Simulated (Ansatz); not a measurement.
Total energies of C9H8O2 (`O=C/C=C(\O)c1ccccc1`).

```xyz
19

O     2.109    3.269    0.943
C     0.989    3.041    1.424
C     0.212    1.895    1.115
C     0.711    0.965    0.231
O     1.890    1.146   -0.313
C     0.017   -0.262   -0.178
C     0.628   -1.114   -1.097
C    -0.003   -2.277   -1.502
C    -1.252   -2.604   -0.995
C    -1.868   -1.762   -0.079
C    -1.239   -0.600    0.327
H     0.564    3.768    2.134
H    -0.755    1.774    1.576
H     2.235    2.029    0.066
H     1.602   -0.852   -1.488
H     0.481   -2.931   -2.217
H    -1.747   -3.515   -1.312
H    -2.843   -2.014    0.321
H    -1.732    0.045    1.043
```

The species carries charge 0 and has multiplicity 1. All single points use the PBE0-D4/def2-TZVP geometry. It is one conformer, not always the lowest. Basis def2-TZVPP, Ansatz 0.2.0.

RPA on PBE orbitals: Hartree–Fock energy of these orbitals -495.26347 Eh, correlation -2.93448 Eh (frozen core).

| functional | energy without D4 (Eh) | D4 term (kJ/mol) |
| --- | --- | --- |
| B97M-V | -498.39214 | – |
| ωB97M-V | -498.23177 | – |

Q: Give the same for LDA (SPW92), PBE, revPBE, BLYP, r2SCAN, PBE0, B3LYP, r2SCANh, r2SCAN0, HSE06 (plane-wave form), BHLYP, CAM-B3LYP, LC-ωPBE, ωB97X-V, B2PLYP, PBE-QIDH. (An estimate is asked.)

A: Computed: 
| functional | energy without D4 (Eh) | D4 term (kJ/mol) |
| --- | --- | --- |
| LDA (SPW92) | -494.16521 | – |
| PBE | -497.81144 | -55.0 |
| revPBE | -498.26864 | -179.4 |
| BLYP | -498.24817 | -121.3 |
| r2SCAN | -498.14115 | -14.8 |
| PBE0 | -497.83451 | -46.6 |
| B3LYP | -498.41782 | -87.4 |
| r2SCANh | -498.11275 | -15.6 |
| r2SCAN0 | -498.07260 | -17.0 |
| HSE06 (plane-wave form) | -497.80876 | -43.2 |
| BHLYP | -498.11780 | -62.2 |
| CAM-B3LYP | -498.16625 | -46.9 |
| LC-ωPBE | -498.05345 | – |
| ωB97X-V | -498.25654 | – |
| B2PLYP | -498.00939 | – |
| PBE-QIDH | -497.74970 | – |

B3LYP takes the VWN-RPA correlation (the form of Gaussian; ORCA's B3LYP/G). HSE06 is the plane-wave form, built on full-range PBE exchange. The double hybrids freeze the cores in their second-order part.

LC-ωPBE has ω = 0.4 bohr⁻¹.
